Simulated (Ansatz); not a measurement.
Ansatz (a program for electronic structure) input (RI-MP2/aug-cc-pV(T+d)Z):
A basis named .json is the Basis Set Exchange file of that set.

Ansatz 0.2 input:
```yaml
crystal:
  periodic: [false, false, false]
  atoms:
    - {symbol: Si, position_ang: [0.41387277, 0.53593628, 0.10074365]}
    - {symbol: C, position_ang: [-1.50396595, 0.12440485, 0.23211110]}
    - {symbol: F, position_ang: [0.91202468, -0.95515012, -0.57483931]}
    - {symbol: H, position_ang: [0.70164181, 0.17648512, 1.59279781]}
    - {symbol: H, position_ang: [-1.69464928, -0.88290964, 0.62262101]}
    - {symbol: H, position_ang: [-1.99180302, 0.84678538, 0.90028039]}
    - {symbol: H, position_ang: [-1.99383457, 0.20645320, -0.74522326]}
basis:
  gaussian:
    orbitals: aug-cc-pV_T+d_Z.json
    fitting: {mean_field: def2-universal-jkfit, correlation: aug-cc-pVTZ-RIFIT.json}
total_charge: -1
magnetization: {spin_polarized: false}
correlation: {method: mp2, electrons: outside_noble_gas}
```

End of the output:

```
integrals: 0.21 GiB planned
352 factors; integrals over basis functions are off by at most 1.1e0 eV
mean field: 0.54 GiB planned
mean field evaluation 1: about -11663.3111 eV, gradient 2.1e1 eV
mean field evaluation 2: about -11664.5439 eV, gradient 8.4e0 eV
mean field evaluation 4: about -11664.7589 eV, gradient 8.1e-1 eV
mean field -11664.76240045 eV, -428.6721115565 hartree, gradient 2.8e-6 eV, S^2 0.000000; 0 other end points of the search recorded, 0 dependent functions left out
7 core orbitals not correlated
543 factors; their error is unknown
reference -11664.76240045 eV, -428.6721115565 hartree; 10, 10 occupied and 222, 222 virtual orbitals, 543 factors
second order -15.90598365 eV of doubles, -0.00000000 eV of singles
Total energy: -11680.66838409 eV, -429.2566456741 hartree
```

It need not be the lowest isomer of its formula. Whether it binds its extra electron was not tested at this geometry.
